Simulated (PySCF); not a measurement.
**Correlation energy of F⁺ (fluorine, charge +1)**

[He] 2s2 2p4, high-spin 3P determinant. Calculation: PySCF 2.14, in Sapporo-DZP-2012 (4s3p1d, 18 functions); the spin-free X2C one-electron Hamiltonian (Gaussian nucleus). Frozen: 1s2; 6 electrons correlated.

MP2 pair energies summed by pair of shells (mhartree):

```csv
pair,energy,share (%)
2p-2p,-50.84,47.0
2s-2p,-49.42,45.7
2s-2s,-7.93,7.3
```

Total MP2 correlation energy: -108.19 mhartree.

Same-spin part -27.71 and opposite-spin part -80.47 mhartree; SCS-MP2 scales them by 1/3 and 6/5 to -105.81 mhartree.

```
  level  correlation energy (mhartree)
   CCSD                        -123.14
    (T)                          -0.92
CCSD(T)                        -124.06
```

Diagnostics: T1 = 0.0041, D1 = 0.0074, largest double amplitude 0.042.

Cost of the coupled-cluster step: 0.17 s of wall time on 1 thread of Neoverse-N1 (shared host), for 6 correlated electrons.
